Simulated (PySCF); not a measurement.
Si(OMe)2(NH2)2, SMILES CO[Si](N)(N)OC (C₂H₁₀N₂O₂Si), GFN2-xTB optimised geometry.

```
17

C     -0.63    -0.17    -2.65
O     -0.84    -0.51    -1.31
Si    -0.28     0.29     0.00
N      1.45     0.29     0.00
N     -0.93     1.89     0.00
O     -0.83    -0.50     1.31
C     -0.63    -1.85     1.63
H     -1.32    -0.76    -3.25
H      0.39    -0.39    -2.95
H     -0.83     0.89    -2.81
H      1.92     0.71    -0.78
H      1.92     0.56     0.85
H     -0.67     2.49     0.77
H     -1.92     1.98    -0.15
H     -1.01    -2.49     0.83
H      0.43    -2.06     1.77
H     -1.18    -2.05     2.55
```

Density from PySCF with CAM-B3LYP/def2-SVP at that geometry.

Minimum of the electron density along straight lines between bonded atoms, close to the bond critical point (lines longer than 1.1 times the sum of covalent radii, or with two minima, are not listed):

| bond | length / Å | ρ at the minimum / e bohr⁻³ | ∇²ρ there / e bohr⁻⁵ | position (fraction from the first atom) |
|---|---|---|---|---|
| C1–O2 | 1.397 | 0.258 | -0.33 | 0.34 |
| O2–Si3 | 1.627 | 0.130 | 1.07 | 0.59 |
| Si3–N4 | 1.733 | 0.123 | 0.71 | 0.40 |
| Si3–N5 | 1.733 | 0.124 | 0.71 | 0.40 |
| Si3–O6 | 1.624 | 0.131 | 1.08 | 0.41 |
| O6–C7 | 1.401 | 0.256 | -0.34 | 0.66 |
| C1–H8 | 1.091 | 0.283 | -1.10 | 0.64 |
| C1–H9 | 1.093 | 0.281 | -1.07 | 0.63 |
| C1–H10 | 1.092 | 0.283 | -1.09 | 0.64 |
| N4–H11 | 1.007 | 0.330 | -1.52 | 0.76 |
| N4–H12 | 1.007 | 0.330 | -1.51 | 0.76 |
| N5–H13 | 1.007 | 0.331 | -1.52 | 0.76 |
| N5–H14 | 1.008 | 0.330 | -1.52 | 0.77 |
| C7–H15 | 1.091 | 0.283 | -1.10 | 0.64 |
| C7–H16 | 1.092 | 0.282 | -1.08 | 0.64 |
| C7–H17 | 1.091 | 0.283 | -1.10 | 0.64 |
